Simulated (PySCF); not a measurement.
Isomers of CH4OSi. Isolated molecules, 0 K electronic values unless said otherwise. One relaxed conformer stands for each flexible species; it need not be the lowest. Strings in code marks are SMILES.

The numbers are results of PySCF 2.14.0 with B3LYP-D3(BJ)/def2-TZVP, not measurements. All candidates: neutral, multiplicity 1. B3LYP has the VWN-RPA correlation part, as in Gaussian. 

```yaml
HOMO–LUMO gap: 6.73 eV
HOMO: -7.49 eV
LUMO: -0.76 eV
```

**Question.** Which member has these values?
A. `C[SiH]=O`
B. `C1O[SiH2]1`
C. `O=C[SiH3]`
D. `C=[SiH]O` (C–Si–O–H torsion 0°)

**Answer.** B, `C1O[SiH2]1`. The others give `C[SiH]=O`: 5.91 eV, -7.63 eV, -1.72 eV; `O=C[SiH3]`: 5.03 eV, -6.95 eV, -1.91 eV; `C=[SiH]O` (C–Si–O–H torsion 0°): 5.49 eV, -5.98 eV, -0.50 eV
